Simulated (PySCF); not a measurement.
AlHBr2, SMILES [Br][AlH][Br].

The structure is a stationary point at B3LYP-D3(BJ)/def2-SVP.

All values below come from TDA-B3LYP/def2-SVPD run with PySCF 2.14.0.

Vertical excitations.  State labels are in the subgroup C2v.

| state | symmetry | energy (eV) | λ (nm) | f | main pairs |
|---|---|---|---|---|---|
| S1 | A2 | 5.41 | 229 | 0.000 | HOMO→LUMO 100 % |
| S2 | B1 | 5.57 | 222 | 0.001 | HOMO−1→LUMO 100 % |
| S3 | B2 | 5.92 | 209 | 0.021 | HOMO−2→LUMO 73 %, HOMO→LUMO+1 24 % |
| S4 | B2 | 6.25 | 198 | 0.109 | HOMO→LUMO+1 73 %, HOMO−2→LUMO 21 % |
| S5 | A2 | 6.30 | 197 | 0.000 | HOMO−2→LUMO+1 99 % |
| S6 | A1 | 6.38 | 194 | 0.003 | HOMO−3→LUMO 57 %, HOMO−1→LUMO+1 40 % |
| S7 | A1 | 6.49 | 191 | 0.088 | HOMO−1→LUMO+1 56 %, HOMO−3→LUMO 36 % |
| S8 | B1 | 6.77 | 183 | 0.029 | HOMO−3→LUMO+1 62 %, HOMO−4→LUMO 37 % |
| S9 | B1 | 6.90 | 180 | 0.065 | HOMO−4→LUMO 62 %, HOMO−3→LUMO+1 36 % |
| S10 | A2 | 7.10 | 175 | 0.000 | HOMO−5→LUMO 99 % |
| T1 | A2 | 5.31 | 234 | 0 | HOMO→LUMO 99 % |
| T2 | B1 | 5.36 | 232 | 0 | HOMO−1→LUMO 96 % |
| T3 | B2 | 5.40 | 230 | 0 | HOMO−2→LUMO 98 % |
| T4 | A1 | 5.72 | 217 | 0 | HOMO−3→LUMO 98 % |
Triplets are in the Tamm–Dancoff approximation.
